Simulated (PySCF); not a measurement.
# Spinor energies of Pr²⁵⁺ (praseodymium, charge +25)

Start: [Ar] 3d10 4s2 4p4; 4p1/2 filled at m_j = -1/2, +1/2; 4p3/2 filled at m_j = +1/2, +3/2. Calculated with PySCF 2.14 in an even-tempered Gaussian basis (17 s from 1.9 bohr⁻², ratio 2.8; 14 p from 2.5 bohr⁻², ratio 2.8; 8 d from 4.5 bohr⁻², ratio 2.8; 4 f from 13 bohr⁻², ratio 3): generalised Hartree-Fock with the X2C-1e Hamiltonian and a Gaussian nucleus; one run each with spin-orbit coupling (SO) switched off, then screened by Boettger's factors.

```csv
spinor shell,electrons,"ε, spin-free (eV)","ε, screened SO (eV)",weight of nominal j (screened SO),"rms radius, screened SO (bohr)"
1s1/2,2,-42996.2,-42989.1,1.000,0.0275
2s1/2,2,-7693.1,-7690.3,1.000,0.111
2p1/2,2,-6961.9,-7300.3,1.000,0.0957
3s1/2,2,-2290.9,-2289.5,1.000,0.287
3p1/2,2,-2053.3,-2123.9,1.000,0.278
3p3/2,4,-2053.3,-2020.8,1.000,0.290
3d3/2,4,-1724.9,-1737.1,0.999,0.261
3d5/2,6,-1724.9,-1714.9,1.000,0.265
4s1/2,2,-973.43,-972.90,1.000,0.611
4p1/2,2,-887.35,-904.97,0.991,0.622
4p3/2,2,-887.35,-878.54,0.994,0.645
```

Where does 2p3/2 lie, and what is the 2p spin-orbit splitting (screened SO)?

At -6812.2 eV, 488.15 eV above 2p1/2.

```tsv
quantity	spin-free	screened SO
E (hartree)	-8937.73223	-8942.65330
M_J	2	2
⟨J²⟩	6.002	6.006
⟨L²⟩	2.001	3.084
⟨S²⟩	2.000	1.496
```

Each row is a mean over spinors that exchange with the open shell spreads, by up to 13.629 eV (4s1/2).

Breit and QED terms are absent; they matter most for the inner s and p1/2 levels.

Densities and radii are taken from the X2C orbitals without a picture-change correction, which distorts them close to the nucleus.

Without spin-orbit coupling the j labels of p, d and f shells carry no meaning; the spin-free column gives the mean over the occupied spinors of each nl shell.
